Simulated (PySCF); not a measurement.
Compound: CH6BBrSi.
SMILES with atom numbers: `[SiH3:1][CH2:2][BH:3][Br:4]` (hydrogens: H5, H6, H7 on Si1; H8, H9 on C2; H10 on B3)

All values: CAM-B3LYP/def2-SVPD (PySCF, non-relativistic), on one gas-phase PBE0-D3(BJ)/def2-SVP geometry that isn't relaxed in the solvent. The solvent is an IEF-PCM continuum (van der Waals radii × 1.2), and excitations are vertical TDDFT with non-equilibrium linear response and a frozen core. Only the electrostatic response of the medium enters. Spin–orbit coupling is left out although an atom past zinc is present.

Gas-phase singlets (H = HOMO, L = LUMO):

| state | E (eV) | λ (nm) | f | leading configurations |
| --- | --- | --- | --- | --- |
| S1 | 5.109 | 243 | 0.003 | H→L 96% |
| S2 | 6.383 | 194 | 0.194 | H-1→L 94% |
| S3 | 6.837 | 181 | 0.006 | H-2→L 41%, H-5→L 36%, H-4→L 14% |
| S4 | 7.167 | 173 | 0.024 | H-3→L 34%, H-6→L 19%, H-5→L 17% |
| S5 | 7.455 | 166 | 0.046 | H→L+1 64%, H→L+2 16% |

Task: What are the lowest 5 singlets in chloroform (ε = 4.711)?

Result: 
```tsv
state	E (eV)	λ (nm)	f	leading configurations	change by rank (eV)
S1	5.207	238	0.006	H→L 96%	+0.098
S2	6.385	194	0.265	H-1→L 94%	+0.002
S3	6.849	181	0.009	H-5→L 38%, H-2→L 32%, H-4→L 18%	+0.012
S4	7.142	174	0.031	H-3→L 32%, H-4→L 26%, H-6→L 17%	-0.025
S5	7.435	167	0.042	H→L+1 57%, H-4→L 11%, H→L+2 11%	-0.020
```

Task: The ground-state energy changes by -0.048 eV from gas to chloroform. By how much does the total energy of gas-phase S1 change?

Result: E(S1) = E(S0) + excitation energy, so it changes by -0.048 + 0.098 = +0.050 eV: it isn't lowered at all, while the ground state is. This is the vertical state, with the slow part of the continuum still set for S0.

Task: How do the frontier levels move from gas to chloroform?

Result: 
```
orbital  gas (eV)  solvent (eV)  change (eV)                    Löwdin shares, gas                Löwdin shares, solvent
 LUMO+2      1.44          1.52        +0.08    Si1 33 %, Br4 30 %, H5 8 %, H6 7 %    Br4 49 %, Si1 21 %, B3 6 %, H5 5 %
 LUMO+1      0.90          0.98        +0.08   B3 36 %, Si1 18 %, Br4 17 %, H8 7 %   B3 36 %, Br4 30 %, Si1 13 %, H8 4 %
   LUMO     -0.45         -0.34        +0.11  B3 43 %, Br4 19 %, C2 13 %, Si1 10 %  B3 44 %, Br4 19 %, C2 13 %, Si1 10 %
   HOMO     -9.38         -9.39        -0.01    Br4 72 %, B3 13 %, C2 7 %, H10 5 %    Br4 69 %, B3 13 %, C2 8 %, H10 6 %
 HOMO-1    -10.05        -10.04        +0.01    Br4 71 %, B3 10 %, C2 8 %, Si1 6 %    Br4 67 %, C2 11 %, B3 9 %, Si1 7 %
 HOMO-2    -11.03        -10.88        +0.15  Si1 26 %, H7 17 %, H6 15 %, Br4 14 %   Si1 30 %, H6 19 %, H7 18 %, C2 11 %
 HOMO-3    -11.12        -10.95        +0.17   Si1 33 %, H5 23 %, C2 11 %, H7 10 %    Si1 34 %, H5 25 %, C2 10 %, H7 9 %
```

The HOMO–LUMO gap goes from 8.92 to 9.05 eV. Rows go by rank; for LUMO+2 the atom shares or the degeneracy differ between the runs, so the row needn't follow one orbital.

Hardware: one thread of an Arm Neoverse N1, shared host. Cost: 28 s of wall time, 0.89 GiB resident at most. This is the whole response run at CAM-B3LYP/def2-SVPD in chloroform, SCF included.

Shape of the structure used: `[SiH3:1][CH2:2][BH:3][Br:4]`: Si1–C2–B3–Br4 -91°.
